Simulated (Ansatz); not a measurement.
# Redistribution: C2H9ClSi2 + SiHCl3 → CH6Cl2Si2 + SiH(CH3)Cl2

Species: C2H9ClSi2 `C[SiH2][SiH](C)Cl`, singlet; SiHCl3 (trichlorosilane) `Cl[SiH](Cl)Cl`, singlet; CH6Cl2Si2 `C[SiH2][SiH](Cl)Cl`, singlet; SiH(CH3)Cl2 (methyldichlorosilane), singlet. The partners trade CH3 for Cl; both sit on Si, so the bond types are kept.

Shapes, held fixed at every level: PBE0-D4/def2-TZVP. Flexible molecules stand in one conformer, not always the lowest. Programs: Ansatz 0.2.0. Electronic energies: no zero-point or thermal term.

```tsv
level	kind	ΔE (kJ/mol)	less CCSD(T)/CBS estimate
PBE-D4/def2-TZVPP	GGA	-11.5	+0.4
r2SCAN-D4/def2-TZVPP	meta-GGA	-11.9	0.0
B3LYP-D4/def2-TZVPP	global hybrid	-13.1	-1.2
wB97X-V/def2-TZVPP	range-separated hybrid	-12.5	-0.6
B2PLYP/def2-TZVPP	double hybrid	-12.4	-0.5
MP2/def2-TZVPP	perturbation theory	-11.6	+0.3
CCSD(T)/CBS estimate	coupled cluster or CI	-11.9	0.0
```

The highest level, CCSD(T)/CBS estimate, gives ΔE = -11.9 kJ/mol; the levels span -13.1 to -11.5. The column of differences is taken from that level and isn't an error. No measured value is set beside it here. The CBS estimate extrapolates MP2 from def2-TZVPP and def2-QZVPP and adds CCSD(T) − MP2 in the triple-zeta set, cores frozen.
